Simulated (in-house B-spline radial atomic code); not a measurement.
Radial electron density of Hg²⁺, [Xe] 4f14 5d10. Method: scalar-relativistic (X2C) B97-1, spin-polarised, spherical fractional occupations, exact exchange averaged over the configuration, Fermi nucleus of rms radius 5.4648 fm. Calculated with a B-spline radial code for spherical atoms.

One-electron X2C: radii and densities carry no picture-change correction, so inner-shell <1/r> comes out high (for 1s by about 2 % at Z = 33, 5 % at 54, 10 % at 75, 30 % at 118) and <r> low.

Columns: r (bohr), 4πr²n(r) (electrons per bohr), bar.

```
0.000309    3.935 #
0.000381    5.221 ##
0.000471    6.923 ##
0.000581    9.116 ###
0.000717    11.96 ####
0.000886    15.63 #####
 0.00109     20.2 ######
 0.00135    26.13 ########
 0.00167    33.44 ##########
 0.00206    42.18 ############
 0.00254    52.46 ###############
 0.00314     64.3 ###################
 0.00388    77.12 #######################
 0.00478    89.93 ##########################
 0.00591    101.8 ##############################
 0.00729    110.9 ################################
 0.00901    115.6 ##################################
  0.0111    114.9 ##################################
  0.0137    109.3 ################################
   0.017    101.7 ##############################
  0.0209    97.65 #############################
  0.0258    102.4 ##############################
  0.0319      118 ###################################
  0.0394    138.2 ########################################
  0.0487    150.3 ############################################
  0.0601    144.4 ##########################################
  0.0742    126.3 #####################################
  0.0916    116.4 ##################################
   0.113      127 #####################################
    0.14      140 #########################################
   0.172    126.5 #####################################
   0.213     92.4 ###########################
   0.263    77.13 #######################
   0.324    87.72 ##########################
   0.401    89.72 ##########################
   0.495    66.31 ###################
   0.611    39.28 ###########
   0.754    26.43 ########
   0.931    22.28 #######
    1.15    17.44 #####
    1.42    11.07 ###
    1.75    5.766 ##
    2.16    2.462 #
    2.67   0.8276 
     3.3   0.2037 
    4.07  0.03349 
    5.03 0.003143
```

On this grid the curve has 4 maxima, near 0.00901, 0.0487, 0.14, 0.401 bohr.

The 5d down radial function P(r) = rR(r), positive near the nucleus:

```csv
r (bohr),P
0.00591,0.00112
0.00901,0.003341
0.0137,0.00962
0.0209,0.02653
0.0319,0.06718
0.0487,0.1479
0.0742,0.2584
0.113,0.2993
0.172,0.09094
0.263,-0.3261
0.401,-0.3967
0.611,0.1945
0.931,0.8297
1.42,0.8574
2.16,0.4758
3.3,0.1422
5.03,0.01773
```
